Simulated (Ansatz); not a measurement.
Steps of a relaxation of ClGeH$_{5}$OSi, SMILES `O[SiH](Cl)[GeH3]` with RKS PBE-D4/def2-SVP.

```sh
$ ansatz run in.yaml --threads 4 --pin off --events-out ev --progress --plain --max-ram 10444MiB
```

```yaml
crystal:
  periodic: [false, false, false]
  atoms:
    - {symbol: O, position_ang: [-1.805300, 0.134700, 0.990700]}
    - {symbol: Si, position_ang: [-0.614500, 0.810000, -0.021800]}
    - {symbol: Cl, position_ang: [0.350300, 2.357900, 0.972500]}
    - {symbol: Ge, position_ang: [0.971200, -0.853400, -0.540900]}
    - {symbol: H, position_ang: [-1.378800, -0.176600, 1.758200]}
    - {symbol: H, position_ang: [-1.200400, 1.353600, -1.262800]}
    - {symbol: H, position_ang: [0.189100, -2.002200, -1.283000]}
    - {symbol: H, position_ang: [1.553700, -1.400100, 0.765400]}
    - {symbol: H, position_ang: [2.023200, -0.270200, -1.395400]}
basis:
  gaussian: {orbitals: def2-SVP}
hamiltonian: {xc: pbe, dispersion: d4}
relax: {f_tol: 0.03, max_steps: 200}
```

Positions (Å) and forces (eV/Å) along the path, 9 of 9 steps:

```xyz
9
step=1 energy=-79014.0393 eV
O    -1.805    0.135    0.991   -0.688    1.239   -2.519
Si   -0.615    0.810   -0.022   -0.247   -0.444    0.463
Cl    0.350    2.358    0.973    0.143    0.277    0.125
Ge    0.971   -0.853   -0.541   -1.216   -0.681    0.374
H    -1.379   -0.177    1.758    0.911   -0.963    2.180
H    -1.200    1.354   -1.263   -0.453    0.158   -0.162
H     0.189   -2.002   -1.283    0.301    0.204    0.135
H     1.554   -1.400    0.765    0.189   -0.177    0.220
H     2.023   -0.270   -1.395    1.060    0.386   -0.817
9
step=2 energy=-79014.1940 eV
O    -1.884    0.250    1.002    0.617    0.040   -0.486
Si   -0.629    0.803   -0.003   -0.489    0.259    0.217
Cl    0.351    2.380    0.968    0.148   -0.020    0.003
Ge    0.997   -0.863   -0.552   -0.265   -0.299    0.086
H    -1.486   -0.175    1.782   -0.163   -0.141    0.261
H    -1.311    1.405   -1.190   -0.025   -0.102   -0.057
H     0.299   -2.040   -1.294   -0.012    0.038    0.018
H     1.631   -1.455    0.730    0.018    0.031    0.084
H     2.121   -0.351   -1.460    0.170    0.195   -0.125
9
step=3 energy=-79014.2096 eV
O    -1.847    0.174    0.955    0.657    0.236    0.057
Si   -0.620    0.850   -0.009   -0.366   -0.296    0.124
Cl    0.398    2.403    0.971   -0.080   -0.094   -0.052
Ge    0.966   -0.868   -0.535    0.066    0.062   -0.065
H    -1.447   -0.203    1.769   -0.288    0.021   -0.169
H    -1.329    1.407   -1.208    0.042    0.022    0.069
H     0.268   -2.042   -1.274   -0.025    0.022    0.004
H     1.601   -1.444    0.760   -0.021    0.049    0.004
H     2.098   -0.322   -1.445    0.014   -0.022    0.028
9
step=4 energy=-79014.2204 eV
O    -1.785    0.217    1.024    0.044    0.437   -0.621
Si   -0.611    0.858   -0.014   -0.246   -0.305    0.410
Cl    0.426    2.447    0.884   -0.043   -0.083   -0.051
Ge    0.969   -0.855   -0.549    0.007    0.037   -0.024
H    -1.497   -0.324    1.772    0.238   -0.114    0.193
H    -1.360    1.394   -1.194   -0.031    0.025    0.068
H     0.270   -2.013   -1.312   -0.007    0.003    0.003
H     1.528   -1.434    0.779    0.023   -0.001    0.011
H     2.149   -0.335   -1.407    0.015    0.001    0.011
9
step=5 energy=-79014.1644 eV rejected
O    -1.871    0.156    0.932    1.296   -0.112    1.301
Si   -0.625    0.833   -0.010   -0.387   -0.205   -0.010
Cl    0.386    2.377    0.990   -0.080   -0.089   -0.025
Ge    0.974   -0.870   -0.542    0.083    0.050   -0.053
H    -1.446   -0.139    1.806   -0.905    0.323   -1.293
H    -1.327    1.408   -1.206    0.067   -0.001    0.043
H     0.273   -2.040   -1.284   -0.017    0.004    0.002
H     1.616   -1.446    0.751   -0.035    0.046   -0.009
H     2.109   -0.325   -1.454   -0.023   -0.015    0.044
9
step=6 energy=-79014.2293 eV
O    -1.797    0.231    0.997   -0.406   -0.213    0.343
Si   -0.626    0.836   -0.006    0.392    0.169   -0.330
Cl    0.416    2.411    0.899    0.035    0.000    0.004
Ge    0.969   -0.861   -0.550    0.013    0.006   -0.013
H    -1.476   -0.268    1.768   -0.015   -0.007    0.040
H    -1.368    1.390   -1.177   -0.023    0.036   -0.059
H     0.279   -2.023   -1.316    0.014    0.008    0.005
H     1.544   -1.439    0.773    0.006    0.003   -0.004
H     2.146   -0.324   -1.405   -0.015   -0.003    0.014
9
step=7 energy=-79014.2358 eV
O    -1.829    0.233    1.005   -0.085   -0.004    0.029
Si   -0.642    0.821   -0.015    0.120   -0.020   -0.034
Cl    0.464    2.351    0.892   -0.005    0.051    0.026
Ge    0.968   -0.862   -0.556   -0.009   -0.043   -0.030
H    -1.511   -0.231    1.800    0.011   -0.003    0.000
H    -1.376    1.403   -1.181   -0.021   -0.003   -0.001
H     0.321   -2.046   -1.327    0.002    0.003    0.002
H     1.559   -1.422    0.766   -0.005    0.005    0.014
H     2.135   -0.293   -1.402   -0.007    0.014   -0.006
9
step=8 energy=-79014.2335 eV rejected
O    -1.837    0.246    1.001    0.003   -0.022    0.020
Si   -0.627    0.821   -0.004   -0.142    0.069   -0.229
Cl    0.453    2.371    0.903    0.014   -0.007    0.008
Ge    0.980   -0.877   -0.554   -0.066    0.092    0.007
H    -1.536   -0.226    1.798    0.013   -0.007    0.019
H    -1.379    1.401   -1.180    0.171   -0.102    0.166
H     0.320   -2.050   -1.325   -0.012   -0.018   -0.003
H     1.587   -1.437    0.759    0.004   -0.009    0.021
H     2.127   -0.294   -1.415    0.016    0.005   -0.010
9
step=9 energy=-79014.2364 eV
O    -1.830    0.237    1.004    0.001    0.002   -0.011
Si   -0.631    0.818   -0.011   -0.016   -0.004    0.002
Cl    0.458    2.360    0.902    0.004   -0.003    0.000
Ge    0.969   -0.871   -0.562   -0.007    0.018    0.026
H    -1.517   -0.228    1.801    0.006    0.000   -0.001
H    -1.363    1.396   -1.180   -0.014    0.010   -0.009
H     0.321   -2.055   -1.328    0.004    0.012    0.005
H     1.556   -1.417    0.769    0.019   -0.015   -0.015
H     2.126   -0.285   -1.412    0.002   -0.018    0.002
```

Hardware: 4 threads of an Arm Neoverse V1 on a shared host. Wall time 11 s, peak host memory 0.17 GiB.
